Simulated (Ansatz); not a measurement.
Reactions of `C[NH][InH][CH3]`.

Program: Ansatz. Geometries: PBE0-D4/def2-TZVP. ΔE: electronic, gas phase. CBS: MP2 limit from def2 TZ/QZ plus the TZ coupled-cluster correction, frozen cores. This one scheme is used for every species. Functionals use def2-TZVPP. Elements past krypton have def2 core potentials. For Ge, In, Se outer-core shells are correlated without core-valence functions, which leaves a few kJ/mol of doubt a bond. Scalar relativity is left out up to krypton. One conformer a species, not always the lowest.

```json
{"reaction": "`C[NH][InH][CH3]` + `N=C(F)Cl` → `C/N=C(/F)Cl` + `C[NH][InH2]`", "CCSD(T)/CBS(def2) (kcal/mol)": "?"}
{"reaction": "`C[NH][InH][CH3]` + `[NH2][AlH2]` → `C[NH][AlH2]` + `C[NH][InH2]`", "CCSD(T)/CBS(def2) (kcal/mol)": "17.0"}
{"reaction": "`C[NH][InH][CH3]` + `C=C=CO` → `C=C=C[O][InH][CH3]` + CH₃NH₂", "CCSD(T)/CBS(def2) (kcal/mol)": "-11.4"}
{"reaction": "`C[NH][InH][CH3]` + `COC[SeH]` → `C[O][InH][CH3]` + `CNC[SeH]`", "CCSD(T)/CBS(def2) (kcal/mol)": "-5.2"}
{"reaction": "`C[NH][InH][CH3]` + `[F][GeH2][O][SiH3]` → `[CH3][InH][O][SiH3]` + `C[NH][GeH2][F]`", "CCSD(T)/CBS(def2) (kcal/mol)": "-4.1"}
{"reaction": "`C[NH][InH][CH3]` + CH₃OH → `C[O][InH][CH3]` + CH₃NH₂", "CCSD(T)/CBS(def2) (kcal/mol)": "?"}
{"reaction": "`C[NH][InH][CH3]` + H₂S → `[CH3][InH][SH]` + CH₃NH₂", "CCSD(T)/CBS(def2) (kcal/mol)": "-19.5"}
```

(1) Fill in the missing values. (An estimate is asked.)

Largest T1 diagnostic: 0.016, for `C[NH][InH2]`.

Results:

(1) Ansatz gave: `C[NH][InH][CH3]` + `N=C(F)Cl` → `C/N=C(/F)Cl` + `C[NH][InH2]`: +11.3 kcal/mol; `C[NH][InH][CH3]` + CH₃OH → `C[O][InH][CH3]` + CH₃NH₂: -4.3 kcal/mol.
